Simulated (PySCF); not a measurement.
# B3LYP on Rb (rubidium, neutral)

Configuration: [Kr] 5s1, 2S determinant. Calculation: PySCF 2.14, in x2c-TZVPall (8s6p6d1f, 63 functions); scalar relativity by spin-free X2C-1e.

- Total energy: -2981.03 hartree
- One-electron energy: -4131.63 hartree
- Hartree (Coulomb) energy: 1252.21 hartree
- Exchange-correlation energy: -101.61 hartree
- ⟨S²⟩: 0.7501
- ⟨L²⟩: 0.000
- Sum of ⟨r⟩: 29.15 bohr
- Sum of ⟨r²⟩: 61.72 bohr²
- Langevin diamagnetic susceptibility: -48.9 ×10⁻⁶ cm³/mol
- Time after the integrals: 1.1 s of wall time on 1 thread of Neoverse-V1 (shared host)

| shell | electrons | mean orbital energy (hartree) | rms radius, mean of both spins (bohr) |
| --- | --- | --- | --- |
| 1s α | 1 | -553.86593 | 0.0464 |
| 1s β | 1 | -553.86555 | 0.0464 |
| 2s α | 1 | -74.51838 | 0.193 |
| 2s β | 1 | -74.51803 | 0.193 |
| 2p α | 3 | -66.05443 | 0.171 |
| 2p β | 3 | -66.05423 | 0.171 |
| 3s α | 1 | -11.26340 | 0.546 |
| 3s β | 1 | -11.26271 | 0.546 |
| 3p α | 3 | -8.52858 | 0.560 |
| 3p β | 3 | -8.52814 | 0.560 |
| 3d α | 5 | -3.99543 | 0.581 |
| 3d β | 5 | -3.99501 | 0.581 |
| 4s α | 1 | -1.25445 | 1.56 |
| 4s β | 1 | -1.25213 | 1.56 |
| 4p α | 3 | -0.63348 | 1.86 |
| 4p β | 3 | -0.63151 | 1.86 |
| 5s α | 1 | -0.10265 | 5.47 |

Densities and radii are taken from the X2C orbitals without a picture-change correction, which distorts them close to the nucleus.
